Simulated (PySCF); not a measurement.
Species: C6H13BO2.
SMILES: `C1(B(O)O)CCCCC1`

The closed-shell ground state was solved at several levels (PySCF, density fitting, gas phase, non-relativistic). One conformer (not necessarily the lowest) at the PBE0-D3(BJ)/def2-SVP geometry, without solvent, vibrations or thermal averaging.

```
         level  basis functions  total energy (Eh)  HOMO (eV)  LUMO (eV)  gap (eV)  dipole (D)
B3LYP/pcSseg-1              218          -411.8566      -7.61       0.17      7.78        2.62
 PBE0/pcSseg-1              218          -411.3635      -7.81       0.59      8.40        2.60
```

(1) Estimate the row for wB97X-D/def2-SVPD, a basis of 290 functions; the other rows only guide the guess.

(2) Over all these levels, which gives the widest orbital gap and which the narrowest?

(3) How far do the dipole and the HOMO energy spread over the levels?

Answers

(1) Total energy -411.4910 Eh, HOMO -9.67 eV, LUMO 1.20 eV, gap 10.87 eV, dipole 2.37 D.

(2) wB97X-D/def2-SVPD (range-separated hybrid) has the widest, 10.87 eV, and B3LYP/pcSseg-1 (global hybrid, 20 % exact exchange) the narrowest, 7.78 eV. Functional and basis both differ between the two, so the spread mixes both effects.

(3) The dipole runs from 2.37 to 2.62 D (mean 2.53 D) and the HOMO from -9.67 to -7.61 eV.

Note: wB97X-D ran without an empirical dispersion term, which enters the total energy and its gradient alone.
